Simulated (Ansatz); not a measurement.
## Errors in the atomisation enthalpy at 298 K

8 molecules holding an element past argon; the atomisation enthalpy at 298 K in kJ/mol, computed less measured. Shapes, held fixed at every level: PBE0-D4/def2-TZVP. Thermal terms are harmonic and unscaled (PBE0-D4/def2-TZVP); the spin-orbit lowering of the free atoms is taken from their spectra. Programs: Ansatz 0.2.0. Measured values: Active Thermochemical Tables, CRC Handbook of Chemistry and Physics, NIST-JANAF tables.

Levels: A = BHLYP-D4/def2-TZVPP; B = PBE0-D4/def2-TZVPP; C = MP2/def2-TZVPP.

```csv
molecule,from tabulated heats,A,B,C
ICl (SMILES ClI),211,-47,-9,-16
H2Te (SMILES [TeH2]),533,+1,+5,-14
CBrClF2 (SMILES FC(F)(Cl)Br),1551,-148,+19,+38
CH2I2 (diiodomethane),1247,-63,+10,+5
CHI3 (SMILES IC(I)I),1004,-60,+42,+61
SiH3I (SMILES [SiH3]I),1213,-10,-14,-28
SiI4 (SMILES I[Si](I)(I)I),987,-57,+24,+50
C3H7Br (2-bromopropane),3888,-98,+18,-51
```

Problem. Sum up the errors.

Solution. 
```csv
level,kind,mean error,mean absolute error,worst case
BHLYP-D4/def2-TZVPP,global hybrid,-60.2,60.5,CBrClF2
PBE0-D4/def2-TZVPP,global hybrid,+11.9,17.6,CHI3
MP2/def2-TZVPP,perturbation theory,+5.6,32.9,CHI3
```

On this set PBE0-D4/def2-TZVPP has the smallest mean absolute error and BHLYP-D4/def2-TZVPP the largest. BHLYP-D4/def2-TZVPP is too low in 7 of 8; PBE0-D4/def2-TZVPP is too high in 6 of 8. The heats of H2Te, SiI4, C3H7Br come from older tables and can be uncertain by 10 kJ/mol or more. The molecules' own spin-orbit binding is left out, so errors for heavy halides read too negative. The tabulated values of CH2I2, CHI3, SiH3I are in doubt (older tables, estimates, or at odds with other calculations) and kept here. Over the 5 molecules whose values aren't doubted the mean absolute errors are A 70.2; B 15.0; C 33.8. Correlated wave functions converge slowly with the basis. For atoms past krypton def2 sets carry core potentials with scalar relativity. Relativity is left out for Br. Outer-core shells of Br, I, Te are correlated, in sets that cover them unevenly. The set is small.
